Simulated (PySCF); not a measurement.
A structure optimised at B3LYP-D3(BJ)/def2-TZVPD, used in a PySCF frequency run:

```xyz
2

B      0.0000     0.0000    -0.7399
O      0.0000     0.0000     0.4624
```
Charge 0, spin multiplicity 2.

### Question
Write its SMILES, formula and point group.

### Answer
[B]=O, BO, C∞v

### Question
What are its rotational constants (standard atomic weights)?

### Answer
54.196 GHz (linear rotor, B only)
